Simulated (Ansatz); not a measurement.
Z-matrix (Å, degrees):
```
In
S 1 2.359
Br 1 2.450 2 120.7
Br 1 2.444 2 121.0 3 180.0
H 2 1.345 1 92.1 3 -0.0
```

Total charge 0; spin multiplicity 1. In takes the def2 core potential.

(1) List the CAM-B3LYP/def2-TZVPP orbital energies in eV (Ansatz 0.2.0). (Best estimate.)

Answers

(1) Computed: Occupied: -13141.07, -13141.07, -2420.51, -1702.55, -1702.55, -1534.31, -1534.31, -1534.25, -1534.25, -1534.24, -1534.24, -238.63, -238.63, -218.53, -179.54, -179.54, -179.36, -179.36, -179.34, -179.34, -163.10, -163.04, -162.91, -130.90, -87.59, -87.40, -87.36, -73.88, -73.87, -73.83, -73.83, -73.81, -73.81, -73.67, -73.67, -73.66, -73.66, -24.85, -24.82, -24.70, -24.42, -24.39, -23.00, -22.66, -22.06, -14.10, -13.06, -11.13, -10.91, -10.50, -10.03, -9.90, -9.84, -9.49. Lowest empty: -1.64, -0.81, 0.95, 1.18, 1.79, 2.15, 2.89, 3.20.
